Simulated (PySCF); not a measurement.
SMILES [OH][Cd][SiH3] (PBE0/def2-SVP optimised geometry):

```
7

Cd    -1.391    -1.627     1.965
O     -2.154    -2.585     3.519
H     -1.494    -3.016     4.072
Si    -0.521    -0.401     0.000
H      0.976    -0.401     0.000
H     -0.976     1.026     0.000
H     -0.976    -1.026    -1.282
```

Level of theory: PBE0/def2-TZVP, def2 effective core potentials past Kr run with PySCF 2.14.0.

Q: What are the frontier orbital energies and the dipole moment?

A: HOMO-2 -8.82 eV, HOMO-1 -7.72 eV, HOMO -7.71 eV, LUMO -0.93 eV, LUMO+1 -0.76 eV; dipole moment 1.80 D.

On the same geometry PBE/def2-TZVP, def2 effective core potentials past Kr in PySCF 2.14.0 gives HOMO-2 -7.59 eV, HOMO-1 -6.55 eV, HOMO -6.17 eV, LUMO -1.64 eV, LUMO+1 -1.51 eV; dipole moment 1.67 D.
